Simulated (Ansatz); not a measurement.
Reaction (formal exchange of groups at the Si–Cl bond): `OC(F)(F)[SiH2]Cl` + CH₄ → `C[SiH2]C(O)(F)F` + HCl

Program: Ansatz. Geometries: PBE0-D4/def2-TZVP. ΔE: electronic, gas phase. CBS: MP2 limit from def2 TZ/QZ plus the TZ coupled-cluster correction, frozen cores. This one scheme is used for every species. DFT in def2-TZVPP. B3LYP here is the variant with VWN-RPA as its local correlation; programs differ in this. One conformer a species, not always the lowest.

| level | ΔE (kcal/mol) | difference from CCSD(T)/CBS |
| --- | --- | --- |
| B3LYP-D4 | 22.6 | 0.6 |
| ωB97X-V | 22.1 | 0.1 |
| r2SCAN | 22.9 | 0.9 |
| HF/def2-TZVPP | 24.3 | 2.3 |
| MP2/def2-TZVPP | 22.4 | 0.4 |
| SCS-MP2/def2-TZVPP | 22.5 | 0.5 |
| CCSD/def2-TZVPP | 21.3 | -0.7 |
| CCSD(T)/def2-TZVPP | 21.2 | -0.8 |
| MP2/def2-QZVPP | 22.9 | 0.9 |
| HF/CBS(def2) | 24.3 | 2.3 |
| CCSD(T)/CBS | 22.0 | 0 |

Largest T1 diagnostic among the species: 0.012.

In def2-TZVPP, CCSD(T) changes the Hartree–Fock value by −3.1 kcal/mol (the triples alone add −0.1 kcal/mol) and MP2 by −1.9 kcal/mol.
